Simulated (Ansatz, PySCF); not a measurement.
Spin states of F2Zr (SMILES [F][Zr][F]), each relaxed with B3LYP-D3(BJ)/def2-TZVP.
State 1 (charge 0, multiplicity 3):
```csv
atom,x (Å),y (Å),z (Å)
Zr,0.4529,0.0584,-0.0790
F,-0.5058,1.3189,-1.1734
F,0.0198,-1.3300,1.1820
```
State 2 (charge 0, multiplicity 1):
```xyz
3

Zr     0.6696     0.0781    -0.1047
F     -0.5804     1.1431    -1.0130
F     -0.1224    -1.1738     1.0473
```

| level | energy of the multiplicity-1 state less that of the multiplicity-3 state (kJ/mol) | cost |
|---|---|---|
| SVWN5/def2-TZVPP | 7.3 | ×0.5 |
| PBE/def2-TZVPP | 32.8 | ×1 |
| PBE-D4/def2-TZVPP | 32.6 | ×1 |
| r2SCAN/def2-TZVPP | 64.1 | ×2 |
| B97M-V/def2-TZVPP | 46.4 | ×4 |
| r2SCANh/def2-TZVPP | 67.7 | ×1 |
| PBE0/def2-TZVPP | 51.3 | ×0.7 |
| BHLYP/def2-TZVPP | 54.6 | ×0.6 |
| BHLYP-D4/def2-TZVPP | 54.4 | ×0.6 |
| CAM-B3LYP-D4/def2-TZVPP | 39.2 | ×0.7 |
| B2PLYP/def2-TZVPP | 29.8 | ×1 |
| B2PLYP-D4/def2-TZVPP | 29.7 | ×1 |
| CCSD/def2-TZVPP | 28.3 | - |
| CCSD(T)/CBS(def2-SVP, def2-TZVPP) | 9.6 | ×20 |

The rows run from 7.3 (SVWN5/def2-TZVPP) to 67.7 kJ/mol (r2SCANh/def2-TZVPP). The dispersion term adds -0.2 in PBE-D4, -0.2 in BHLYP-D4, -0.1 in B2PLYP-D4. The 8 functionals in def2-TZVPP without D3 or D4 span 60.5, from SVWN5 to r2SCANh.

Singlets are restricted, other states unrestricted; no spin–orbit coupling, no relativity up to Kr; see below for the cores. The largest T1 diagnostic is 0.022.

Correlated levels freeze the inner cores; with def2 sets outer-core shells near the valence are correlated too. CBS: X⁻³ extrapolation of the correlation energy, Hartree–Fock from the larger set.

Doubts at one or more of the structures used: a restricted determinant that unrestricted orbitals would lower (B2PLYP/def2-TZVPP, B2PLYP-D4/def2-TZVPP, CCSD/def2-TZVPP, CCSD(T)/CBS(def2-SVP, def2-TZVPP)).

Codes used: Ansatz (a first-principles code); PySCF for the dispersion terms.  In def2 rows elements past Kr take small-core potentials, without spin–orbit coupling.

Costs are rough ratios of core time to PBE/def2-TZVPP (about 11 s over the structures, on one shared machine); a dash marks a level with no comparable run of its own.
